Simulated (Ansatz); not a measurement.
Problem. Name a neutral molecule of Ge, Se and H with HOMO–LUMO gap (PBE0/def2-TZVPP) between 6.45 and 6.75 eV and LUMO energy (PBE0/def2-TZVPP) between -0.45 and -0.15 eV (Ansatz, PBE0-D4/def2-TZVP geometry).

Solution. `[GeH3][SeH]` (6.63 eV, -0.33 eV). Other molecules can fit too; these were computed, each in one conformer that needn't be the lowest.
